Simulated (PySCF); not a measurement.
Pd³⁺: interval between two levels

Pd³⁺ [Kr] 4d7 [4F9/2, M_J = 9/2] → Pd³⁺ [Kr] 4d6 5p1 [6F11/2, M_J = 11/2], as a difference of total energies. Computed with PySCF 2.14 in x2c-SVPall-2c with one added diffuse shell each of s, p, d type (7s9p7d1f, 76 functions), with the two-component X2C-1e Hamiltonian. Correlated levels: [Ar] 3d10 frozen; the 6 highest virtual spinors dropped. "Screened" scales the spin-orbit matrix elements by Boettger's factors to mimic the two-electron term; Breit and QED terms are absent.

| method | interval between two levels (cm⁻¹) |
| --- | --- |
| GHF (spin-free) | 148630 |
| GMP2 (spin-free) | 151070 |
| GHF (screened spin-orbit) | 150800 |
| GMP2 (screened spin-orbit) | 153340 |

The labels give the starting determinants; with spin-orbit coupling the two ends relaxed to ⟨J²⟩ = 24.76, ⟨L²⟩ = 12.21, ⟨S²⟩ = 3.69 and ⟨J²⟩ = 35.76, ⟨L²⟩ = 12.17, ⟨S²⟩ = 8.67.
